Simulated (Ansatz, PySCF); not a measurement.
Bond stretch in Li2 (cation, charge +1), doublet.

UKS-PBE = unrestricted PBE/cc-pVTZ in Ansatz (a first-principles code); UKS-r2SCAN = unrestricted r2SCAN/cc-pVTZ (PySCF); UCCSD(T) = CCSD(T) on UHF/cc-pVTZ (PySCF 2.14.0).

Energies relative to the lowest point of each curve near equilibrium, in kJ/mol; the last columns give the difference from UCCSD(T):

| R / Å | UKS-PBE | UKS-r2SCAN | UCCSD(T) | UKS-PBE − UCCSD(T) | UKS-r2SCAN − UCCSD(T) |
|---|---|---|---|---|---|
| 2.44 | 26.3 | 27.0 | 29.0 | -2.8 | -2.0 |
| 2.57 | 15.3 | 15.6 | 17.2 | -1.9 | -1.5 |
| 2.71 | 7.5 | 7.5 | 8.5 | -1.1 | -1.0 |
| 2.92 | 1.4 | 1.3 | 1.6 | -0.3 | -0.4 |
| 3.00 | 0.4 | 0.3 | 0.5 | -0.1 | -0.2 |
| 3.11 | 0.0 | 0.0 | 0.0 | 0.0 | 0.0 |
| 3.23 | 0.5 | 0.7 | 0.6 | -0.1 | 0.1 |
| 3.31 | 1.4 | 1.7 | 1.5 | -0.2 | 0.1 |
| 3.40 | 2.7 | 3.1 | 3.1 | -0.4 | 0.1 |
| 3.55 | 5.5 | 6.3 | 6.4 | -1.0 | -0.1 |
| 3.75 | 10.1 | 11.5 | 12.1 | -2.0 | -0.6 |
| 4.02 | 17.3 | 19.6 | 21.2 | -3.9 | -1.6 |
| 4.40 | 27.6 | 31.3 | 35.0 | -7.5 | -3.7 |
| 4.86 | 38.6 | 44.4 | 51.8 | -13.2 | -7.4 |
| 5.37 | 47.8 | 55.9 | 68.8 | -21.0 | -12.9 |
| 5.76 | 52.6 | 62.3 | 80.2 | -27.6 | -17.8 |
| 6.38 | 56.6 | 68.5 | 94.8 | -38.3 | -26.4 |
| 7.15 | 57.2 | 70.8 | 107.4 | -50.1 | -36.6 |
| 7.99 | 55.4 | 69.7 | 115.4 | -59.9 | -45.6 |
| 8.65 | 53.4 | 67.9 | 119.0 | -65.6 | -51.1 |
| 9.72 | 49.9 | 64.5 | 122.1 | -72.1 | -57.6 |

UKS-PBE is furthest from UCCSD(T) at 9.72 (-72.1 kJ/mol, below); its mean absolute difference over the points is 17.6 kJ/mol.

UKS-r2SCAN is furthest from UCCSD(T) at 9.72 (-57.6 kJ/mol, below); its mean absolute difference over the points is 12.7 kJ/mol.

At the longest distance UKS-r2SCAN leaves fractional charges on the fragments, a sign of delocalisation error or of the restricted form.
